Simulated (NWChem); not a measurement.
System: GeH4SeS; SMILES [Se]([GeH3])S

```xyz
7

Se     0.7992    -0.6351     0.0090
S     -1.0820    -1.8215    -0.0674
H     -1.2697    -1.9266     1.2696
Ge    -0.2349     1.4960    -0.0017
H      0.9101     2.5271     0.0124
H     -1.0892     1.6412    -1.2703
H     -1.1085     1.6402     1.2561
```
Atoms are numbered in this order, from 1.

Level: PBE0/def2-SVP (NWChem), optimised geometry, unscaled harmonic frequencies. This build's default masses of Se (78.918 u) and Br (79.917 u) are each other's, which moves their modes by up to 0.6 %.

| frequency (cm⁻¹) | IR intensity (km/mol) |
|---|---|
| 103 | 0.3 |
| 125 | 0.2 |
| 269 | 20.3 |
| 283 | 6.9 |
| 399 | 1.0 |
| 531 | 10.2 |
| 544 | 10.0 |
| 813 | 251.2 |
| 829 | 11.7 |
| 865 | 36.3 |
| 881 | 35.1 |
| 2150 | 94.0 |
| 2164 | 95.8 |
| 2173 | 83.5 |
| 2684 | 0.5 |

```yaml
zero_point_energy: 21.2 kcal/mol
thermal correction to the enthalpy at 298.15 K (with zero-point energy): 25.6 kcal/mol
heat capacity Cv: 19.4 cal/(mol K)
entropy at 298.15 K and 1 atm (symmetry number 1): 81.8 cal/(mol K)
dipole_moment: 1.51 D
```

Rigid rotor and harmonic oscillator.
